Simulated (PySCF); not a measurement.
Ligands exchanged one at a time, Ga H-Cl. Gas-phase values, no solvent. Strings in code marks are SMILES.

These are B3LYP-D3(BJ)/def2-TZVP (PySCF) values and carry that method's errors. B3LYP has the VWN-RPA correlation part, as in Gaussian. Excitations are Tamm–Dancoff values on a coarser integration grid. The basis has no diffuse functions, so Rydberg states are missing or too high.

| species | S1 excitation (TDA) (eV) | T1 excitation (TDA) (eV) | S1 oscillator strength |
|---|---|---|---|
| 0 of 3 H replaced by Cl | – | – | – |
| 1 of 3 H replaced by Cl (`[Cl][GaH2]`) | 4.95 | 4.71 | 0.000 |
| 2 of 3 H replaced by Cl (`[GaH]([Cl])[Cl]`) | 5.70 | 5.54 | 0.000 |
| 3 of 3 H replaced by Cl (`[Ga]([Cl])([Cl])[Cl]`) | 5.63 | 5.27 | 0.000 |
